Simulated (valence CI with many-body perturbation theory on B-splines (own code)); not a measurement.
Values are calculated unless marked as measured or tabulated.
# Energy levels of Fe¹¹⁺

Method: valence CI with perturbative core correlation (CI+MBPT): five valence electrons over a frozen Dirac-Fock core [Ne], radial functions for each j: 11 s, 11 p, 10 d, 8 f, 5 g, 2 h, with the one-electron correlation potential Σ1, the two-electron term Σ2, the three-electron term Σ3, Breit, model QED; selected CI, second order for the rest, scaled by the run's own slope (own B-spline code, finite nucleus).

No measured levels were compared; by estimate levels of excited configurations hold to 0.05 to 0.15 % of their energy, terms of the ground configuration to about 0.5 %. Among the levels kept, up to 3200 cm⁻¹ of a level comes from second order outside the variational space, and about a tenth of that is noise between levels of different J, which matters for small intervals.

Levels 46 to 90 of 177, with energies above the lowest level, 3s²3p³ ⁴S°_3/2. "Leading %" is the weight of the configuration and term that name the level; weights of strongly mixed levels are sums over their largest components and can fall short, so below about 35 % the name and the second component can differ from the true leading terms, or belong to a minority configuration. In the jj column 3d3/2^4 stands for four electrons in 3d with j = 3/2.

```
No.  Configuration  Term     J  E (cm⁻¹)  Leading %   Second component                     Leading jj      g
 46        3s3p³3d   ⁶D°   9/2    628180         98                     3s 3p1/2 3p3/2^2 3d5/2 (55 %)  1.554
 47            3p⁵   ²P°   3/2    636210         58   33 % 3s3p³3d ²P°         3p1/2^2 3p3/2^3 (58 %)  1.333
 48            3p⁵   ²P°   1/2    650990         57   35 % 3s3p³3d ²P°           3p1/2 3p3/2^4 (57 %)  0.664
 49        3s3p³3d   ⁴D°   5/2    680300         85    4 % 3s3p³3d ⁴F°  3s 3p1/2^2 3p3/2 3d5/2 (25 %)  1.347
 50        3s3p³3d   ⁴D°   7/2    680940         89                     3s 3p1/2 3p3/2^2 3d5/2 (60 %)  1.422
 51        3s3p³3d   ⁴D°   3/2    681280         84    6 % 3s3p³3d ⁴F°  3s 3p1/2 3p3/2^2 3d3/2 (24 %)  1.132
 52        3s3p³3d   ⁴D°   1/2    683000         93                     3s 3p1/2 3p3/2^2 3d5/2 (46 %)  0.003
 53        3s3p³3d   ⁴F°   3/2    689980         81   8 % 3s²3p3d² ⁴F°  3s 3p1/2 3p3/2^2 3d3/2 (51 %)  0.471
 54        3s3p³3d   ⁴F°   5/2    692260         82   8 % 3s²3p3d² ⁴F°  3s 3p1/2 3p3/2^2 3d3/2 (54 %)  1.052
 55        3s3p³3d   ⁴F°   7/2    695090         85   8 % 3s²3p3d² ⁴F°  3s 3p1/2 3p3/2^2 3d3/2 (40 %)  1.243
 56        3s3p³3d   ⁴F°   9/2    698840         88   9 % 3s²3p3d² ⁴F°  3s 3p1/2 3p3/2^2 3d5/2 (62 %)  1.332
 57        3s3p³3d   ²S°   1/2    722840         82  14 % 3s²3p3d² ²S°  3s 3p1/2 3p3/2^2 3d5/2 (45 %)  2.017
 58        3s3p³3d   ⁴G°   5/2    727420         90   6 % 3s²3p3d² ⁴G°  3s 3p1/2 3p3/2^2 3d3/2 (38 %)  0.579
 59        3s3p³3d   ⁴G°   7/2    728390         89   5 % 3s²3p3d² ⁴G°  3s 3p1/2 3p3/2^2 3d3/2 (40 %)  0.992
 60        3s3p³3d   ⁴G°   9/2    729730         90   5 % 3s²3p3d² ⁴G°  3s 3p1/2 3p3/2^2 3d5/2 (43 %)  1.177
 61        3s3p³3d   ⁴G°  11/2    731540         93   5 % 3s²3p3d² ⁴G°  3s 3p1/2 3p3/2^2 3d5/2 (93 %)  1.272
 62        3s3p³3d   ²G°   7/2    756130         85  10 % 3s²3p3d² ²G°  3s 3p1/2 3p3/2^2 3d5/2 (34 %)  0.898
 63        3s3p³3d   ²G°   9/2    756190         83   9 % 3s²3p3d² ²G°  3s 3p1/2 3p3/2^2 3d3/2 (50 %)  1.123
 64        3s3p³3d   ⁴D°   1/2    760230         88   7 % 3s²3p3d² ⁴D°  3s 3p1/2^2 3p3/2 3d3/2 (37 %)  0.065
 65        3s3p³3d   ⁴D°   3/2    761580         51   26 % 3s3p³3d ⁴P°  3s 3p1/2^2 3p3/2 3d3/2 (48 %)  1.322
 66        3s3p³3d   ⁴P°   5/2    763320         35   23 % 3s3p³3d ⁴D°  3s 3p1/2^2 3p3/2 3d3/2 (33 %)  1.401
 67        3s3p³3d   ⁴P°   1/2    764160         85   8 % 3s²3p3d² ⁴P°  3s 3p1/2^2 3p3/2 3d3/2 (32 %)  2.588
 68        3s3p³3d   ⁴P°   3/2    765490         52   27 % 3s3p³3d ⁴D°  3s 3p1/2^2 3p3/2 3d5/2 (32 %)  1.557
 69        3s3p³3d   ⁴P°   5/2    770620         52   26 % 3s3p³3d ⁴D°  3s 3p1/2 3p3/2^2 3d5/2 (53 %)  1.477
 70        3s3p³3d   ²D°   3/2    771330         62   9 % 3s²3p3d² ²D°  3s 3p1/2 3p3/2^2 3d3/2 (27 %)  0.853
 71        3s3p³3d   ²D°   5/2    772740         49   24 % 3s3p³3d ⁴D°  3s 3p1/2 3p3/2^2 3d5/2 (33 %)  1.261
 72        3s3p³3d   ⁴D°   7/2    775090         68   21 % 3s3p³3d ⁴F°  3s 3p1/2 3p3/2^2 3d5/2 (49 %)  1.372
 73        3s3p³3d   ⁴F°   9/2    776560         88    4 % 3s3p³3d ²G°        3s 3p3/2^3 3d5/2 (40 %)  1.315
 74        3s3p³3d   ⁴F°   7/2    777860         68   17 % 3s3p³3d ⁴D°        3s 3p3/2^3 3d5/2 (27 %)  1.279
 75        3s3p³3d   ⁴F°   5/2    778650         92                     3s 3p1/2 3p3/2^2 3d3/2 (34 %)  1.033
 76        3s3p³3d   ⁴F°   3/2    779690         93    5 % 3s3p³3d ²D°  3s 3p1/2 3p3/2^2 3d3/2 (59 %)  0.423
 77        3s3p³3d   ⁴S°   3/2    787480         53   30 % 3s3p³3d ⁴P°  3s 3p1/2 3p3/2^2 3d3/2 (63 %)  1.909
 78        3s3p³3d   ⁴P°   5/2    789250         80    8 % 3s3p³3d ²F°  3s 3p1/2 3p3/2^2 3d5/2 (48 %)  1.508
 79        3s3p³3d   ⁴P°   3/2    790260         69   20 % 3s3p³3d ⁴S°  3s 3p1/2 3p3/2^2 3d5/2 (42 %)  1.792
 80        3s3p³3d   ²F°   7/2    791530         67  16 % 3s²3p3d² ²F°  3s 3p1/2 3p3/2^2 3d5/2 (48 %)  1.146
 81        3s3p³3d   ²F°   5/2    792180         55  10 % 3s²3p3d² ²F°  3s 3p1/2 3p3/2^2 3d3/2 (28 %)  0.969
 82        3s3p³3d   ⁴P°   1/2    792440         96                     3s 3p1/2 3p3/2^2 3d3/2 (32 %)  2.636
 83        3s3p³3d   ²D°   5/2    806840         72   7 % 3s²3p3d² ²D°  3s 3p1/2 3p3/2^2 3d5/2 (39 %)  1.213
 84        3s3p³3d   ²D°   3/2    809470         86   7 % 3s²3p3d² ²D°  3s 3p1/2 3p3/2^2 3d5/2 (30 %)  0.805
 85        3s3p³3d   ⁴D°   7/2    809480         78  10 % 3s²3p3d² ⁴D°  3s 3p1/2^2 3p3/2 3d5/2 (32 %)  1.403
 86        3s3p³3d   ⁴D°   1/2    812760         50   20 % 3s3p³3d ²P°  3s 3p1/2^2 3p3/2 3d3/2 (25 %)  0.296
 87        3s3p³3d   ⁴D°   5/2    813190         73   10 % 3s3p³3d ²D°  3s 3p1/2 3p3/2^2 3d5/2 (35 %)  1.343
 88        3s3p³3d   ⁴D°   3/2    814050         78   9 % 3s²3p3d² ⁴D°  3s 3p1/2 3p3/2^2 3d5/2 (30 %)  1.209
 89        3s3p³3d   ²P°   3/2    819340         68       14 % 3p⁵ ²P°  3s 3p1/2 3p3/2^2 3d5/2 (38 %)  1.324
 90        3s3p³3d   ²P°   1/2    819360         39   28 % 3s3p³3d ⁴D°  3s 3p1/2 3p3/2^2 3d3/2 (34 %)  0.401
```

Names give the largest LS component (configuration and term), which can be under half, so a name can repeat, a term be missing and a line seem to break the LS rules; names also repeat where a configuration has a term twice.

Where two levels of one J and parity lie close, their mixing, g and order are uncertain.
